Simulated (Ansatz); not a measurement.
Z-matrix (Å, degrees):
```
C
N 1 1.444
H 1 1.093 2 110.5
H 1 1.099 2 112.2 3 120.5
H 1 1.096 2 110.4 3 -119.1
C 2 1.444 1 114.1 3 178.6
Si 2 1.691 1 120.4 3 -20.9
H 6 1.098 2 112.1 1 61.2
H 6 1.091 2 110.5 1 -178.0
H 6 1.096 2 110.3 1 -59.0
Cl 7 2.076 2 113.6 1 -82.7
O 7 1.621 2 109.5 1 159.0
H 7 1.474 2 108.9 1 35.3
Si 12 1.644 7 142.0 2 132.7
H 14 1.483 12 107.2 7 169.8
H 14 1.485 12 110.0 7 -71.1
H 14 1.484 12 110.6 7 50.1
```

Charge 0, multiplicity 1.

(1) List the r2SCAN/def2-TZVPP orbital energies in eV (Ansatz). (An estimate is asked.)

Results:

(1) Ansatz gave: Occupied: -2753.01, -1792.40, -1791.63, -516.06, -385.37, -273.92, -273.87, -254.42, -192.94, -192.82, -192.82, -142.64, -142.00, -97.55, -97.50, -97.47, -96.90, -96.84, -96.83, -26.49, -23.99, -21.14, -18.74, -16.65, -14.92, -13.19, -12.00, -11.94, -11.81, -10.90, -10.55, -10.08, -10.05, -9.54, -9.23, -9.17, -8.29, -8.10, -7.93, -7.81, -5.78. Lowest empty: -0.30, 0.76, 0.94, 1.19, 1.29, 1.46, 1.67, 2.03.
